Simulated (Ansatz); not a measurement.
`B/C=C/C` + H₂O → `C/C=C/O` + BH₃ at 700 K and 1 bar (formal hydrolysis of a C–B bond).

Calculated with Ansatz (gas phase, PBE0-D4/def2-TZVP geometries, no zero-point term in ΔE). CCSD(T)/CBS is the MP2 limit (def2-TZVPP, def2-QZVPP) plus CCSD(T) − MP2 in def2-TZVPP, frozen cores. This one scheme is used for every species. Double bonds are as drawn, so ΔE can hold a change between cis and trans. One conformer a species, not always the lowest.

```json
{"species": "`B/C=C/C`", "CCSD(T)/CBS energy (Eh)": "-143.12983", "H − E (kJ/mol)": "305.7", "S (J/(mol·K))": "399.5"}
{"species": "H₂O", "CCSD(T)/CBS energy (Eh)": "-76.37941", "H − E (kJ/mol)": "80.5", "S (J/(mol·K))": "218.4"}
{"species": "`C/C=C/O`", "CCSD(T)/CBS energy (Eh)": "-192.91632", "H − E (kJ/mol)": "284.2", "S (J/(mol·K))": "381.1"}
{"species": "BH₃", "CCSD(T)/CBS energy (Eh)": "-26.55200", "H − E (kJ/mol)": "96.5", "S (J/(mol·K))": "225.0"}
```

H − E and S are ideal-gas, rigid-rotor, harmonic terms from PBE0-D4/def2-TZVP, for one conformer and one mirror image of each species. 1 Eh = 2625.50 kJ/mol, R = 8.31446 J/(mol·K).

Task: By hand: ΔE, ΔH, ΔS and ΔG.

Result: ΔE = (-192.91632) + (-26.55200) − (-143.12983) − (-76.37941) = 0.04092 Eh = 107.4 kJ/mol. Δ(H − E) = 284.2 + 96.5 − 305.7 − 80.5 = -5.5, so ΔH = 101.9 kJ/mol. ΔS = 381.1 + 225.0 − 399.5 − 218.4 = -11.8 J/(mol·K). ΔG = 101.9 − 700 × (-11.8)/1000 = 110.2 kJ/mol.

Task: By hand: the equilibrium constant, and the temperature at which ΔG would vanish if ΔH and ΔS stayed fixed.

Result: log₁₀ K = −ΔG/(RT ln 10) = -8.2. ΔH and −TΔS have one sign here, so there is no such temperature.

The number of gas molecules stays the same, so ΔS is small and ΔH decides. A doubt of 5 kJ/mol in ΔE shifts log₁₀ K by 0.4 here. Other conformers and mirror images would add mixing entropy, several J/(mol·K) or more a flexible species. These are equilibria of isolated gas molecules and say nothing of rates. Largest T1 diagnostic: 0.011 (customary marks: 0.02 for closed shells, 0.045 for open ones).

ΔS is within the doubt of such terms, so its sign, and with it that verdict, could turn.
